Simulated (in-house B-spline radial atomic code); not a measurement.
A fraction x of an electron is removed from 4f in Ho+, starting from [Xe] 4f11 6s1 and keeping the highest spin. Method: scalar-relativistic (X2C) SCAN, spin-polarised, spherical fractional occupations, Fermi nucleus of rms radius 5.2022 fm. Calculated with a B-spline radial code for spherical atoms.

| x | E(x) - E(0) (eV) | 4f down level (eV) |
| --- | --- | --- |
| 0 | 0.0000 | -7.826 |
| 0.1 | 0.8528 | -9.238 |
| 0.25 | 2.4020 | -11.434 |
| 0.32 | ? | ? |
| 0.5 | 5.7370 | -15.284 |
| 0.51 | ? | ? |
| 0.74 | 9.8690 | -19.180 |
| 0.78 | 10.6495 | -19.846 |
| 0.93 | 13.8163 | -22.390 |
| 1 | 15.4259 | -23.599 |

Problem. What belongs in the row x = 0.32?

Solution. An energy change of 3.2392 eV; 4f down at -12.489 eV.

Problem. What belongs in the row x = 0.51?

Solution. An energy change of 5.8907 eV; 4f down at -15.442 eV.

Problem. Check Janak's theorem between x = 0.1 and 0.25.

Solution. The slope of the energy is 10.33 eV; the orbital levels give 10.34 eV (-ε of the emptying orbital, averaged over the two points).
